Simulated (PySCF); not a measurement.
## Working out the ionisation energy of Rb⁺

Rb⁺ [Kr] (1S) → Rb²⁺ [Ar] 3d10 4s2 4p5 (2P). All numbers are calculated (PySCF 2.14, scalar relativity by spin-free X2C-1e, in cc-pVDZ-X2C). Frozen: [Ar] 3d10 4s2. Energies in hartree (1 hartree = 27.21139 eV):

```tsv
part	Rb⁺ (lower)	Rb²⁺ (upper)
UHF	-2979.003090	-2978.001219
CCSD correlation	-0.008697	-0.004354
(T)	-0.000043	-0.000007
```

Task: What does Hartree-Fock give?

Result: (-2978.001219) − (-2979.003090) = 1.001871 hartree = 27.262 eV.

Task: What do CCSD and CCSD(T) give?

Result: The CCSD correlation energies differ by 0.004343 hartree = 0.118 eV and the triples by 0.000036 hartree = 0.001 eV, so CCSD gives 27.380 eV and CCSD(T) 27.381 eV.

Reference: 27.290 eV (measured; NIST Atomic Spectra Database, ionization energies), between the lowest levels; spin-orbit coupling is absent from the calculation.

A double-zeta basis recovers only part of the correlation energy.

What remains against the reference includes basis incompleteness, the frozen core and higher excitations.
